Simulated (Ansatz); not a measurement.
Relaxation of AlH₇O₂Si₃ (13 atoms, charge 0, multiplicity 1), to a largest force component of 0.015 eV/Å in at most 40 steps.

These are results of Ansatz, RKS B3LYP/def2-SVP, not measurements.

```xyz
13
Properties=species:S:1:pos:R:3
O -0.080 -2.962 -0.574
Si 1.163 -2.239 0.312
O 1.799 -0.892 -0.548
Al 3.332 -1.370 -1.309
Si 4.709 -2.383 -2.973
Si 5.748 -1.690 -1.179
H -0.910 -2.443 -0.258
H 2.253 -3.237 0.467
H 0.712 -1.833 1.701
H 4.499 -3.865 -3.119
H 4.827 -1.565 -4.185
H 6.452 -0.423 -1.298
H 6.202 -2.739 -0.200
```

**Question.** Where does it end, and by what steps?

**Answer.** It converged. After 29 steps the energy has fallen by 1.291 eV; H8 moved furthest, 1.81 Å. Parted: Si2–Al4.

```csv
step,energy less start (eV),largest force component (eV/Å),accepted
0,0.0000,2.798,yes
2,-0.9318,0.629,yes
4,-1.0963,0.238,yes
6,-1.1603,0.563,yes
8,-1.1792,0.683,yes
10,-1.2334,0.131,yes
12,-1.2657,0.350,yes
14,-1.2807,0.094,yes
16,-1.2847,0.073,yes
18,-1.2868,0.040,yes
20,-1.2887,0.063,yes
22,-1.2897,0.049,yes
24,-1.2902,0.062,yes
26,-1.2905,0.043,yes
28,-1.2907,0.018,yes
29,-1.2907,0.009,yes
```

```xyz
13
Properties=species:S:1:pos:R:3
O -0.434 -2.890 -0.286
Si 0.795 -2.355 0.695
O 2.210 -2.157 -0.144
Al 3.627 -2.072 -1.071
Si 4.722 -2.094 -3.222
Si 6.015 -1.763 -1.226
H -0.780 -2.278 -0.947
H 0.964 -3.412 1.720
H 0.456 -1.037 1.304
H 4.807 -3.557 -3.554
H 4.834 -1.303 -4.488
H 6.185 -0.280 -1.058
H 7.305 -2.441 -0.886
```

Whether the end is a true minimum wasn't checked by a vibrational analysis.

Time of the run: 2.5 min on 2 threads of Arm Neoverse V1 (shared host), peak memory 0.36 GiB.
